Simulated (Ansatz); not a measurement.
Complex: CH3F (SMILES CF) (first 5 atoms) with CH6Si (SMILES C[SiH3]); geometry from B3LYP-D3(BJ)/def2-TZVP, rigid monomers moved along the line of their centres of mass till F2···Si7 is 2.91 Å.
(charge 0, multiplicity 1):
```json
[
 {"atom": "C", "x (Å)": "-0.1471", "y (Å)": "-0.1337", "z (Å)": "0.5081"},
 {"atom": "F", "x (Å)": "1.0017", "y (Å)": "0.1518", "z (Å)": "1.2392"},
 {"atom": "H", "x (Å)": "-0.8590", "y (Å)": "0.6806", "z (Å)": "0.6440"},
 {"atom": "H", "x (Å)": "0.1251", "y (Å)": "-0.2283", "z (Å)": "-0.5437"},
 {"atom": "H", "x (Å)": "-0.5711", "y (Å)": "-1.0684", "z (Å)": "0.8757"},
 {"atom": "C", "x (Å)": "-0.6108", "y (Å)": "-0.1291", "z (Å)": "5.7351"},
 {"atom": "Si", "x (Å)": "0.0495", "y (Å)": "-0.0075", "z (Å)": "3.9809"},
 {"atom": "H", "x (Å)": "-0.5255", "y (Å)": "0.8292", "z (Å)": "6.2511"},
 {"atom": "H", "x (Å)": "-0.0540", "y (Å)": "-0.8712", "z (Å)": "6.3106"},
 {"atom": "H", "x (Å)": "-1.6628", "y (Å)": "-0.4207", "z (Å)": "5.7384"},
 {"atom": "H", "x (Å)": "-0.7271", "y (Å)": "0.9992", "z (Å)": "3.2173"},
 {"atom": "H", "x (Å)": "-0.0851", "y (Å)": "-1.3174", "z (Å)": "3.2985"},
 {"atom": "H", "x (Å)": "1.4759", "y (Å)": "0.3882", "z (Å)": "3.9928"}
]
```

Interaction energies are E(AB) − E(A) − E(B) at the monomers' geometry in the complex; basis-set methods are counterpoise corrected.

Correlated levels freeze the cores.

Programs: Ansatz (a program for electronic structure) with Gaussian orbitals. 

Q: Predict the interaction energy from CCSD(T)/aug-cc-pV(D+d)Z.

A: -0.2 kcal/mol

Q: Predict the interaction energy from r2SCAN/def2-TZVPPD.

A: -0.5 kcal/mol

Q: Predict the interaction energy from CCSD/aug-cc-pV(D+d)Z.

A: 0.2 kcal/mol
